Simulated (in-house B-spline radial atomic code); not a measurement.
Ionising Cr with different functionals

Computed with a B-spline radial code for spherical atoms: scalar-relativistic (spin-free X2C) Hamiltonian, Fermi nucleus of rms radius 3.6452 fm, spin-polarised at highest spin, spherical fractional occupations for the functionals, and exact exchange of hybrids averaged over the configuration. The ionisation energy is the difference of two self-consistent energies, [Ar] 3d5 4s1 → [Ar] 3d5, without Breit or QED terms; ε is the level of the shell that loses the electron (its least bound occupied spin orbital).

```
   method                    rung  ΔSCF (eV)  -ε(4s) (eV)
     PBE0           global hybrid       7.05         4.96
    B3LYP           global hybrid       7.14         4.82
    TPSSh           global hybrid       7.09         4.61
BHandHLYP           global hybrid       6.61         5.24
  r2SCAN0           global hybrid       7.07         5.18
    B97-1           global hybrid          ?            ?
    HSE06  range-separated hybrid          ?            ?
    wB97X  range-separated hybrid       6.51         6.39
CAM-B3LYP  range-separated hybrid       6.93         5.86
  LC-wPBE  range-separated hybrid       6.76         6.83
```

Question: What does B97-1 give?

Answer: ΔSCF 6.79 eV, and -ε(4s) = 4.64 eV.

Question: What does HSE06 give?

Answer: ΔSCF 7.11 eV, and -ε(4s) = 4.62 eV.

Question: Among the functionals, which spreads more, the ΔSCF values or the orbital energies?

Answer: The orbital energies: ΔSCF values span about 0.63 eV and the orbital energies 2.22 eV.

Question: How do they compare with the NIST value?

Answer: NIST lists 6.767 eV (measured, ground level to ground level). Errors run from -0.26 to +0.37 eV; LC-wPBE is closest (-0.01 eV), but part of that can be cancellation, since the calculations leave out spin-orbit coupling, Breit-QED terms, multiplet and fine-structure energies.
